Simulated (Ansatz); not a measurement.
Reaction (formal exchange of groups at a Ge–C bond): `O[CH](Cl)[GeH2][SH]` + ethane → `[CH3][GeH2][SH]` + `CC(O)Cl`

Calculated with Ansatz (gas phase, PBE0-D4/def2-TZVP geometries, no zero-point term in ΔE). CCSD(T)/CBS adds triple-zeta CCSD(T) − MP2 to the extrapolated MP2 energy (def2 sets, frozen cores). This one scheme is used for every species. Functionals use def2-TZVPP. For Ge outer-core shells are correlated without core-valence functions, which leaves a few kJ/mol of doubt a bond. Scalar relativity is left out up to krypton. One conformer a species, not always the lowest.

`O[CH](Cl)[GeH2][SH]`:

```xyz
10

O     1.172    1.115    0.246
C     0.799   -0.181    0.526
Cl    2.112   -1.370    0.117
Ge   -0.773   -0.637   -0.587
S    -2.431    0.740   -0.058
H     1.867    1.392    0.853
H     0.607   -0.349    1.587
H    -1.261   -2.047   -0.239
H    -0.363   -0.501   -2.058
H    -1.729    1.838   -0.387
```

`CC`:

```xyz
8

C    -0.733    0.122    0.157
C     0.733   -0.122   -0.157
H    -1.127   -0.637    0.836
H    -0.882    1.095    0.632
H    -1.344    0.102   -0.748
H     1.127    0.637   -0.836
H     0.882   -1.095   -0.632
H     1.344   -0.102    0.748
```

`[CH3][GeH2][SH]`:

Z-matrix (Å, degrees):
```
C
Ge 1 1.945
H 1 1.090 2 110.0
H 1 1.091 2 110.0 3 119.9
H 1 1.090 2 110.0 3 -120.1
S 2 2.231 1 105.6 3 60.1
H 2 1.541 1 111.7 3 178.9
H 2 1.541 1 111.7 3 -58.7
H 6 1.343 2 95.0 1 -179.9
```

`CC(O)Cl`:

Z-matrix (Å, degrees):
```
C
C 1 1.507
H 1 1.090 2 111.0
H 1 1.093 2 110.4 3 120.0
H 1 1.093 2 109.0 3 -120.3
O 2 1.375 1 114.0 3 177.9
Cl 2 1.825 1 108.5 3 -58.1
H 2 1.089 1 112.3 3 56.5
H 6 0.963 2 108.9 1 51.9
```

```tsv
level	ΔE (kJ/mol)
B97M-V	-35.8
PBE0-D4	-33.0
CAM-B3LYP-D4	-32.5
CCSD(T)/def2-TZVPP	-34.3
```

(1) What does CCSD(T)/CBS give? (Best estimate.)

Largest T1 diagnostic among the species: 0.011.

Answers

(1) Computed: -33.4 kJ/mol. The listed levels differ from it by -2.4, 0.4, 0.9, -0.9 kJ/mol.

At CCSD(T), def2-SVP lies +3.8 kJ/mol from the extrapolated value and def2-TZVPP −0.8 kJ/mol. In def2-TZVPP, CCSD(T) changes the Hartree–Fock value by +4.8 kJ/mol (the triples alone add +0.9 kJ/mol) and MP2 by +4.4 kJ/mol. From PBE to PBE0 (25 % exact exchange), in def2-TZVPP and without D4, ΔE moves by −3.6 kJ/mol.

CCSD(T)/CBS has its own doubt, a few kJ/mol and more with outer-core shells, so smaller differences from it don't rank the levels.
